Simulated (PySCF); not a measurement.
**Electronic absorption of C3H10FPSi2**

C₃H₁₀FPSi₂.
SMILES: `F[C@@H]1C[Si@@H](P)C[SiH2]1`

Computed, not measured: TDDFT wB97X-D/def2-SVPD, vertical, gas phase, core orbitals frozen in the response in PySCF. Geometry: GFN2-xTB, one conformer, isolated molecule.

```
state  E (eV)  ν̃ (cm⁻¹)       f  |μ| (D)   main configurations (H = HOMO, L = LUMO)
   S1    6.68      53860  0.0073     0.54      H→L+3 (42%), H→L+1 (28%), H→L+2 (19%)
   S2    7.00      56480   0.026     0.99        H→L (43%), H→L+1 (20%), H→L+2 (20%)
   S3    7.24      58370   0.344     3.54         H→L+2 (30%), H→L (28%), H→L+1 (9%)
   S4    7.42      59830   0.046     1.28   H-1→L (47%), H-1→L+2 (21%), H-1→L+1 (9%)
   S5    7.49      60390   0.022     0.87      H→L+3 (34%), H→L+1 (14%), H→L+6 (14%)
   S6    7.58      61140  0.0065     0.47  H-1→L+2 (38%), H-1→L+1 (18%), H-1→L (12%)
   S7    7.72      62280  0.0004     0.12                 H-1→L+1 (39%), H-1→L (25%)
   S8    7.83      63150  0.0073     0.50   H→L+5 (39%), H-2→L+2 (19%), H→L+10 (12%)
```

Triplets, Tamm–Dancoff:

```json
{"state": "T1", "E (eV)": "5.88", "λ (nm)": "210.9", "main configurations (H = HOMO, L = LUMO)": "H→L (60%), H→L+4 (12%)"}
{"state": "T2", "E (eV)": "6.03", "λ (nm)": "205.6", "main configurations (H = HOMO, L = LUMO)": "H→L+3 (59%), H→L+1 (13%), H→L+2 (11%)"}
{"state": "T3", "E (eV)": "6.86", "λ (nm)": "180.6", "main configurations (H = HOMO, L = LUMO)": "H→L+2 (47%), H→L+1 (28%)"}
```

The lowest singlet comes at 186 nm (644 kJ/mol) in the vacuum ultraviolet; it is weak; its leading configuration is HOMO→LUMO+3 (42%). The strongest level in the table is S3 at 7.24 eV (171 nm, f = 0.344). Löwdin shares by element: HOMO phosphorus 63%, silicon 16% or more, hydrogen 13% or more; LUMO silicon 32%, phosphorus 19%, carbon 7% or more (atoms not listed hold the other 42%). Weighted by f, the mean energy of these states is 7.26 eV. The oscillator strengths of these states sum to 0.460; summed over the whole spectrum of an exact calculation they would give the number of electrons, 80 (Thomas–Reiche–Kuhn). The listed states span 1.15 eV, and the widest gap between neighbours is 0.33 eV (S1 to S2). Only the lowest 8 singlets were computed, as vertical energies without vibronic structure.

Time: 2.1 min wall (grids of density and orbitals included); peak memory 1.1 GiB. Hardware: Arm Neoverse N1, one thread (shared host).
